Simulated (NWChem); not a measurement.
System: AlIF$_{2}$; SMILES [F][Al]([F])[I]

```xyz
4

Al     0.0000     0.0000     1.3501
F      0.0000    -1.4145     2.1996
F      0.0000     1.4145     2.1996
I      0.0000     0.0000    -1.0782
```
Atoms are numbered in this order, from 1.

Geometry: optimised at PBE0/def2-SVP. def2 effective core potentials on I; no spin-orbit coupling.

Symmetry labels are those of C2v in the frame above (b1 and b2, or b-type labels, depend on it).

Problem. List the 6 lowest vertical singlet excitations from LDA (Slater exchange, VWN5)/def2-SVP with def2 effective core potentials on I, full TDDFT (NWChem).

Solution. 
```json
[
 {"state": "S1", "energy (eV)": "4.87", "oscillator strength": "0.015", "symmetry": "b2", "leading excitation (squared amplitude)": "HOMO → LUMO (1.00)"},
 {"state": "S2", "energy (eV)": "5.06", "oscillator strength": "0.024", "symmetry": "b1", "leading excitation (squared amplitude)": "HOMO−1 → LUMO (1.00)"},
 {"state": "S3", "energy (eV)": "5.61", "oscillator strength": "0.000", "symmetry": "a2", "leading excitation (squared amplitude)": "HOMO → LUMO+1 (1.00)"},
 {"state": "S4", "energy (eV)": "6.05", "oscillator strength": "0.019", "symmetry": "a1", "leading excitation (squared amplitude)": "HOMO−1 → LUMO+1 (0.87)"},
 {"state": "S5", "energy (eV)": "7.17", "oscillator strength": "0.012", "symmetry": "b2", "leading excitation (squared amplitude)": "HOMO−3 → LUMO (0.99)"},
 {"state": "S6", "energy (eV)": "7.27", "oscillator strength": "0.280", "symmetry": "a1", "leading excitation (squared amplitude)": "HOMO−2 → LUMO (0.71)"}
]
```
